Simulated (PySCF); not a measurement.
C5H15NSi, triplet, at the geometry of the source list (a higher spin typed on purpose: for a closed-shell molecule this is an excited state) (in this run its highest filled SCF level lies above zero, so its values depend strongly on the basis, on diffuse functions most of all), atoms displaced at random by about 0.08 Å a coordinate; PBE/STO-3G, gradient (PySCF).

PySCF was given this input:
```python
from pyscf import gto, scf, dft

mol = gto.M(
    atom='''
C     1.71322507   -0.85937838    0.89946514
N     1.20692377   -0.04674576    0.18655553
C     2.05403041    0.24036337   -1.02576162
Si   -0.63221359    0.18497010   -0.03869041
C    -1.47455002   -1.23000341   -1.05173928
C    -1.33467143    0.05190890    1.83290620
C    -0.86835549    1.70927518   -0.78218548
H     0.98915732   -1.20106972    1.95860202
H     1.75580277   -2.05361839    0.47272984
H     2.76741571   -0.63201936    1.37262285
H     2.25160996   -0.53893087   -1.58264189
H     1.60862607    1.11991290   -1.62823652
H     2.93755461    0.66333832   -0.54841669
H    -1.17258541   -2.18959109   -0.56031875
H    -2.59999736   -1.16220889   -1.20778617
H    -1.24795238   -1.14011770   -1.99817620
H    -0.89390737    0.83729942    2.39170733
H    -1.28983988   -0.87641954    2.18682840
H    -2.48623576    0.46627459    1.88439423
H    -1.78445639    2.05965475   -0.67586061
H    -0.70310390    1.83135097   -1.77223087
H    -0.28820842    2.89278033   -0.28260706
''',
    basis='sto-3g',
    spin=2,
    verbose=3,
)

mf = dft.UKS(mol)
mf.xc = 'pbe'
mf.conv_tol = 1e-6
mf.kernel()
g = mf.nuc_grad_method()
grad = g.kernel()
```

What does PySCF print? Leave out banner, timings and long lists.


```
converged SCF energy = -536.391841485112  <S^2> = 2.0053298  2S+1 = 3.0035511
--------------- UKS gradients ---------------
         x                y                z
0 C    -0.1511111041     0.2754918775    -0.2487546002
1 N     0.0496160061    -0.1597478823     0.2091367415
2 C     0.0413292407    -0.1731776496    -0.0614108693
3 Si     0.0971328275     0.0687136477    -0.0629362807
4 C     0.0489452536    -0.0082816612    -0.1205588564
5 C     0.0831410675    -0.1287854867     0.1063839258
6 C    -0.0809254428    -0.1136331635    -0.0570680180
7 H    -0.0100285023    -0.0145195599     0.0255374272
8 H    -0.0043038284    -0.0484866762    -0.0113369717
9 H     0.0131053749     0.0099741645     0.0077635977
10 H    -0.0245681275     0.1152037190     0.0753359026
11 H    -0.0059231044     0.0265907575    -0.0079940462
12 H    -0.0250757135    -0.0025537873     0.0047484989
13 H     0.0094453377    -0.0063598314     0.0165917130
14 H    -0.0112678240     0.0040298189    -0.0279354120
15 H    -0.0579258846     0.0008722872     0.1283763185
16 H    -0.0307625277    -0.0117378235    -0.0280997232
17 H    -0.0079623040     0.0962176612    -0.0458513864
18 H    -0.0477838891     0.0314923088     0.0059228743
19 H     0.1190113781    -0.0408846187    -0.0166586040
20 H    -0.0227358714     0.0023907918     0.0866992585
21 H     0.0186313076     0.0772098654     0.0221319517
----------------------------------------------
```
